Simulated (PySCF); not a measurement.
## C2H10N2Si

Geometry:
```tsv
atom	x (Å)	y (Å)	z (Å)
C1	-0.232	-1.590	-0.654
Si2	-0.242	0.262	-0.504
C3	-1.747	1.026	0.429
N4	1.012	0.644	0.691
N5	2.419	0.328	0.707
H6	0.427	-2.165	-1.346
H7	-0.240	-1.934	0.451
H8	-1.195	-1.998	-1.155
H9	-0.488	0.460	-1.959
H10	-2.432	-0.195	0.943
H11	-2.535	1.440	-0.470
H12	-1.616	2.017	1.539
H13	1.037	1.963	0.446
H14	2.379	-0.693	-0.625
H15	2.870	-0.497	2.276
```

Computed, not measured: GIAO CAM-B3LYP/pcSseg-1 magnetisability, rotational g tensor and spin-rotation constants, non-relativistic, gas phase (PySCF 2.14.0). Geometry: GFN2-xTB, normal-mode sample at 1000 K.

The bonding changed while the geometry was optimised; results refer to the coordinates, not to the name.

**Question.** What are the magnetisability and the molar susceptibility?

**Answer.** Isotropic -983 × 10⁻³⁰ J/T², or -59.2 × 10⁻⁶ cm³/mol; principal values -1120, -998, -832 × 10⁻³⁰ J/T², anisotropy 250 × 10⁻³⁰ J/T² (root of half the summed squared differences of the principal values). The susceptibility is in cgs units.

**Question.** Split it along the inertial axes a, b, c into diamagnetic and paramagnetic parts about the centre of mass, with the quadrupole moment.

**Answer.** 
```tsv
axis	χ (10⁻⁶ cm³/mol)	diamagnetic (10⁻⁶ cm³/mol)	paramagnetic (10⁻⁶ cm³/mol)	summed x² of all electrons (Å²)	quadrupole Θ (D Å)
a	-63.2	-391.5	328.3	113.3	-6.66
b	-53.5	-585.5	532.0	67.5	+5.70
c	-61.0	-767.0	706.0	24.7	+0.96
```
Anisotropies 2χaa − χbb − χcc = -12.0 and 2χbb − χaa − χcc = +17.3 × 10⁻⁶ cm³/mol. Θ is traceless in Buckingham's convention.

**Question.** And the rotational g tensor?

**Answer.** 
```csv
axis,rotational constant (GHz),g,nuclear part,electronic part
a,4.5895,-0.0237,0.6842,-0.7078
b,2.6214,-0.0345,0.6207,-0.6552
c,1.9182,-0.0159,0.6203,-0.6363
```
Asymmetric top; isotopes 12C, 1H, 14N, 28Si; no vibrational averaging.
